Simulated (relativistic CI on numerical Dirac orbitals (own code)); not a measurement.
# W³⁺: what numerical and physical settings do to a radial Dirac CI calculation

Reference input:

```
atom W  Z=74  charge=3  electrons=71
nucleus A=184  rms_radius_fm=5.3658
hamiltonian dirac-coulomb  breit=on  qed=on  c_scale=1
orbitals kli  potential=per-configuration
slater_scale 1
correlation none
mixing on
grid step=0.0125 r_max=64.9
scf mixing=0.4 start=green max_iterations=150 tolerance=2e-08 node_fill=0.05
configurations
  [Xe] 4f14 5d3
  [Xe] 4f14 5d2 6s
  [Xe] 4f14 5d 6s2
end
```

Computed lowest total energy -16125.68452 Ha, first excitation 2859.7 cm⁻¹, 38 SCF steps. Runs with settings changed; * marks those that are bad on purpose (the QED terms keep the true α when c is scaled):

| Changed | Outcome | Lowest level | ΔE (Ha) | First excitation (cm⁻¹) | SCF steps | Message |
| --- | --- | --- | --- | --- | --- | --- |
| SCF mixing 0.1, speed of light × 2, end of the grid at 97.35 bohr | converged | 5d3 4F_3/2 | 658 | 617.7 | 47 |  |
| Breit term off | converged | 5d3 4F_3/2 | -17.2 | 2973.4 | 38 |  |
| iteration limit 20 | converged | 5d3 4F_3/2 | 0 | 2859.7 | 38 |  |
| iteration limit 30, SCF tolerance 1e-10, end of the grid at 32.45 bohr | converged | 5d3 4F_3/2 | 3.01e-09 | 2859.7 | 45 |  |
| node fill of the KLI weights 5 * | converged | 5d3 4F_3/2 | 0.911 | 4115.3 | 40 |  |
| speed of light × 0.4 * | not converged |  |  |  | 1 | SCF of 1s2 2s2 2p6 3s2 3p6 3d10 4s2 4p6 4d10 4f14 5s2 5p6 5d3 stopped: an orbital could not be found |

With so few configurations and no correlation, terms lie too far apart (by 10 to 50 % near neutrality), their order can be wrong, and levels of other configurations are missing.
